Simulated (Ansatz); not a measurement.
Ansatz (an electronic-structure program) input (PBE/def2-TZVP):

Ansatz 0.2 input:
```yaml
crystal:
  periodic: [false, false, false]
  atoms:
    - {symbol: W, position_ang: [0.00480055, 0.00077764, -0.18365873]}
    - {symbol: O, position_ang: [1.31289553, 0.01813583, 0.88441102]}
    - {symbol: O, position_ang: [-1.35730065, -0.02532905, 0.81443220]}
basis:
  gaussian:
    orbitals: def2-TZVP
hamiltonian:
  xc: {name: PBE}
relax: {f_tol: 0.003, max_steps: 100}
```

End of the output:

```
the calculation of the forces begins
reference -5919.45582835 eV, -217.5359893407 hartree; 15, 15 occupied and 87, 87 virtual orbitals, 626 factors
relax step   4: F+E_penalty+E_count = -5919.45578693 eV  Δ(F+E_penalty+E_count) = -6.468e-7 eV  max|allowed force component| = 5.006e-4 eV/Å  Δτ_max = 0.0002 Å  (21 SCF iters, accepted)
integrals: 0.02 GiB planned
626 factors; their error is unknown
mean field: 0.23 GiB planned
mean field evaluation 64: about -5919.4558 eV, gradient 4.4e-4 eV
mean field -5919.45578693 eV, -217.5359878184 hartree, gradient 2.6e-5 eV, S^2 0.000000; 1 other end points of the search recorded, 0 dependent functions left out
the calculation of the forces begins
reference -5919.45582835 eV, -217.5359893407 hartree; 15, 15 occupied and 87, 87 virtual orbitals, 626 factors
Total energy: -5919.45582835 eV, -217.5359893407 hartree
Atom 0 at     0.005033     0.000815    -0.192549 Å, force     0.000013     0.000002    -0.000501 eV/Å
Atom 1 at     1.311545     0.018097     0.888824 Å, force     0.000345     0.000005     0.000260 eV/Å
Atom 2 at    -1.356182    -0.025328     0.818910 Å, force    -0.000358    -0.000007     0.000241 eV/Å
Dipole moment:     0.016958     0.002747    -0.648784 e Å
```
